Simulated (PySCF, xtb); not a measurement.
C3H7NOSi, SMILES N1CC=CO[SiH2]1. One conformer was computed; it need not be the lowest.

Harmonic wavenumbers (cm⁻¹) from xtb with GFN2-xTB at its own minimum, in rising order: 91, 109, 354, 390, 440, 484, 532, 586, 709, 746, 750, 807, 815, 837, 871, 953, 995, 1088, 1179, 1202, 1248, 1275, 1331, 1388, 1483, 1729, 2223, 2309, 2791, 2884, 3036, 3101, 3479.

What does PBE-D3(BJ)/def2-SVP (PySCF 2.14.0) give at its own minimum? (An estimate is asked for; the answer gives what the named calculation found.)

98, 143, 270, 379, 420, 449, 639, 653, 709, 740, 766, 850, 871, 892, 911, 955, 974, 1048, 1134, 1190, 1255, 1271, 1346, 1389, 1433, 1674, 2139, 2196, 2855, 2919, 3096, 3131, 3551. Paired by order, the mean absolute difference is 39 cm⁻¹ and the zero-point energies are 60.3 and 60.5 kcal/mol.
